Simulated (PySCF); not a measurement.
Computed shifts of a molecule CH5F3Si2, PySCF with PBE/pcSseg-1, GIAO, gas phase, equivalent atoms averaged, in ppm (number of nuclei): ²⁹Si: 13.3 (1), 3.3 (1). ¹⁹F: -160.6 (1), -169.4 (1), -240.3 (1). ¹³C: 9.7 (1). ¹H: 5.94 (2), 5.84 (1), 1.29 (1), 0.81 (1). References: ²⁹Si against TMS (σ = 335.4 ppm); ¹⁹F against CFCl3 (σ = 133.6 ppm); ¹³C against TMS (σ = 182.0 ppm); ¹H against TMS (σ = 31.49 ppm), references at their B3LYP-D3(BJ)/def2-TZVP geometries, non-relativistic. Geometry: PBE-D3(BJ)/def2-SVP. Other conformers were not sampled.

### Question
Which molecule gave these data?
(A) C[Si@H](F)[SiH](F)F
(B) F[SiH2]C(F)[SiH2]F
(C) F[SiH2]C(F)(F)[SiH3]
(D) F[SiH2]C[SiH](F)F

### Answer
D, F[SiH2]C[SiH](F)F
